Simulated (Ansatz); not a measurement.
The multiplicity was assumed; other spin states weren't computed. def2 core potentials replace the inner electrons of Au.

These are PBE-D3(BJ)/def2-SVP in Ansatz (a quantum-chemistry and plane-wave program) values and carry that method's errors. No frequencies were computed at this level.

Ansatz 0.2 input:
```yaml
crystal:
  periodic: [false, false, false]
  atoms:
    - { symbol: Au, position_ang: [-3.23077, -3.007569, 0.673388] }
    - { symbol: S, position_ang: [-2.465599, -1.015227, -0.153838] }
    - { symbol: Si, position_ang: [-0.404032, -0.989141, 0.419184] }
    - { symbol: Si, position_ang: [0.39937, 0.995943, -0.414056] }
    - { symbol: S, position_ang: [2.464088, 1.006575, 0.1474] }
    - { symbol: Au, position_ang: [3.243976, 2.990343, -0.68928] }
    - { symbol: H, position_ang: [0.202128, -2.204115, -0.130383] }
    - { symbol: H, position_ang: [-0.368505, -1.130938, 1.876579] }
    - { symbol: H, position_ang: [-0.198144, 2.212082, 0.141648] }
    - { symbol: H, position_ang: [0.357286, 1.141944, -1.870842] }
basis:
  gaussian: { orbitals: def2-svp }
hamiltonian:
  xc: pbe
  dispersion: d3bj
relax:
  max_steps: 150
```

Output:

```
Functional definition: PBE
1674 factors; their error is unknown
mean field evaluation 1: about -44850.1812 eV, gradient 3.0e1 eV
mean field evaluation 2: about -44841.4965 eV, gradient 6.2e1 eV
mean field evaluation 4: about -44852.8652 eV, gradient 5.4e0 eV
mean field evaluation 8: about -44852.9476 eV, gradient 1.4e-1 eV
mean field evaluation 16: about -44852.8426 eV, gradient 3.3e-4 eV
mean field -44852.84257996 eV, -1648.3115624650 hartree, gradient 3.8e-5 eV, S^2 0.000000; 2 other end points of the search recorded, 0 dependent functions left out
reference -44852.84263782 eV, -1648.3115645913 hartree; 51, 51 occupied and 105, 105 virtual orbitals, 1674 factors
relax step   1: F+E_penalty+E_count = -44853.26030714 eV  Δ(F+E_penalty+E_count) = +0.000e0 eV  max|allowed force component| = 7.630e-1 eV/Å  Δτ_max = 0.0000 Å  (60 SCF iters, accepted)
these checks for a lower state are left out or cut short: starts, cluster_reference, orbital_swaps, neighbouring_geometries, increment
1674 factors; their error is unknown
mean field evaluation 32: about -44853.0898 eV, gradient 1.8e-3 eV
mean field -44853.08976114 eV, -1648.3206462056 hartree, gradient 6.9e-6 eV, S^2 0.000000; 0 other end points of the search recorded, 0 dependent functions left out
reference -44853.08981837 eV, -1648.3206483089 hartree; 51, 51 occupied and 105, 105 virtual orbitals, 1674 factors
relax step   2: F+E_penalty+E_count = -44853.50639722 eV  Δ(F+E_penalty+E_count) = -2.461e-1 eV  max|allowed force component| = 2.494e-1 eV/Å  Δτ_max = 0.1946 Å  (31 SCF iters, accepted)
these checks for a lower state are left out or cut short: starts, cluster_reference, orbital_swaps, neighbouring_geometries, increment
1674 factors; their error is unknown
mean field -44853.12453434 eV, -1648.3219240971 hartree, gradient 1.5e-5 eV, S^2 0.000000; 0 other end points of the search recorded, 0 dependent functions left out
reference -44853.12459180 eV, -1648.3219262090 hartree; 51, 51 occupied and 105, 105 virtual orbitals, 1674 factors
relax step   3: F+E_penalty+E_count = -44853.54032261 eV  Δ(F+E_penalty+E_count) = -3.393e-2 eV  max|allowed force component| = 4.699e-2 eV/Å  Δτ_max = 0.0635 Å  (30 SCF iters, accepted)
these checks for a lower state are left out or cut short: starts, cluster_reference, orbital_swaps, neighbouring_geometries, increment
1674 factors; their error is unknown
mean field -44853.12621264 eV, -1648.3219857735 hartree, gradient 1.7e-5 eV, S^2 0.000000; 0 other end points of the search recorded, 0 dependent functions left out
reference -44853.12627014 eV, -1648.3219878867 hartree; 51, 51 occupied and 105, 105 virtual orbitals, 1674 factors
relax step   4: F+E_penalty+E_count = -44853.54138638 eV  Δ(F+E_penalty+E_count) = -1.064e-3 eV  max|allowed force component| = 2.534e-2 eV/Å  Δτ_max = 0.0118 Å  (30 SCF iters, accepted)
these checks for a lower state are left out or cut short: starts, cluster_reference, orbital_swaps, neighbouring_geometries, increment
1674 factors; their error is unknown
mean field -44853.12718544 eV, -1648.3220215233 hartree, gradient 1.7e-5 eV, S^2 0.000000; 0 other end points of the search recorded, 0 dependent functions left out
reference -44853.12724297 eV, -1648.3220236377 hartree; 51, 51 occupied and 105, 105 virtual orbitals, 1674 factors
relax step   5: F+E_penalty+E_count = -44853.54196493 eV  Δ(F+E_penalty+E_count) = -5.785e-4 eV  max|allowed force component| = 2.653e-2 eV/Å  Δτ_max = 0.0167 Å  (29 SCF iters, accepted)
these checks for a lower state are left out or cut short: starts, cluster_reference, orbital_swaps, neighbouring_geometries, increment
1674 factors; their error is unknown
mean field -44853.12719628 eV, -1648.3220219217 hartree, gradient 1.7e-5 eV, S^2 0.000000; 0 other end points of the search recorded, 0 dependent functions left out
reference -44853.12725381 eV, -1648.3220240359 hartree; 51, 51 occupied and 105, 105 virtual orbitals, 1674 factors
relax step   6: F+E_penalty+E_count = -44853.54218409 eV  Δ(F+E_penalty+E_count) = -2.192e-4 eV  max|allowed force component| = 1.510e-2 eV/Å  Δτ_max = 0.0108 Å  (30 SCF iters, accepted)
these checks for a lower state are left out or cut short: starts, cluster_reference, orbital_swaps, neighbouring_geometries, increment
1674 factors; their error is unknown
mean field evaluation 64: about -44853.1271 eV, gradient 2.3e-1 eV
mean field -44853.12713013 eV, -1648.3220194908 hartree, gradient 2.3e-5 eV, S^2 0.000000; 0 other end points of the search recorded, 0 dependent functions left out
reference -44853.12718767 eV, -1648.3220216052 hartree; 51, 51 occupied and 105, 105 virtual orbitals, 1674 factors
relax step   7: F+E_penalty+E_count = -44853.54219931 eV  Δ(F+E_penalty+E_count) = -1.523e-5 eV  max|allowed force component| = 1.085e-2 eV/Å  Δτ_max = 0.0021 Å  (23 SCF iters, accepted)
these checks for a lower state are left out or cut short: starts, cluster_reference, orbital_swaps, neighbouring_geometries, increment
1674 factors; their error is unknown
mean field -44853.12710497 eV, -1648.3220185661 hartree, gradient 4.0e-5 eV, S^2 0.000000; 0 other end points of the search recorded, 0 dependent functions left out
reference -44853.12716250 eV, -1648.3220206803 hartree; 51, 51 occupied and 105, 105 virtual orbitals, 1674 factors
relax step   8: F+E_penalty+E_count = -44853.54220812 eV  Δ(F+E_penalty+E_count) = -8.802e-6 eV  max|allowed force component| = 1.762e-4 eV/Å  Δτ_max = 0.0007 Å  (20 SCF iters, accepted)
1674 factors; their error is unknown
mean field evaluation 96: about -44848.9372 eV, gradient 4.0e-1 eV
mean field -44853.12710497 eV, -1648.3220185661 hartree, gradient 4.0e-5 eV, S^2 0.000000; 2 other end points of the search recorded, 0 dependent functions left out
reference -44853.12716250 eV, -1648.3220206803 hartree; 51, 51 occupied and 105, 105 virtual orbitals, 1674 factors
Total energy: -44853.54226564 eV, -1648.3372754395 hartree
Atom 0 at    -3.261458    -2.931512     0.639601 Å, force    -0.000007     0.000119     0.000030 eV/Å
Atom 1 at    -2.487090    -0.960595    -0.195533 Å, force     0.000052    -0.000048     0.000049 eV/Å
Atom 2 at    -0.414725    -1.023401     0.429773 Å, force     0.000053    -0.000149    -0.000170 eV/Å
Atom 3 at     0.413846     1.024853    -0.427455 Å, force     0.000127    -0.000089    -0.000162 eV/Å
Atom 4 at     2.489879     0.954559     0.184758 Å, force    -0.000040     0.000143    -0.000089 eV/Å
Atom 5 at     3.263258     2.928305    -0.644588 Å, force    -0.000072    -0.000046     0.000104 eV/Å
Atom 6 at     0.355298    -2.169586    -0.167785 Å, force    -0.000118    -0.000065     0.000176 eV/Å
Atom 7 at    -0.241980    -1.052821     1.924100 Å, force     0.000010     0.000123    -0.000082 eV/Å
Atom 8 at    -0.349166     2.171807     0.177548 Å, force    -0.000027    -0.000161     0.000054 eV/Å
Atom 9 at     0.231937     1.058285    -1.920620 Å, force     0.000022     0.000172     0.000090 eV/Å
Dipole moment:    -0.000472     0.001019     0.001915 e Å
```

Cost: very roughly 90 core-seconds.
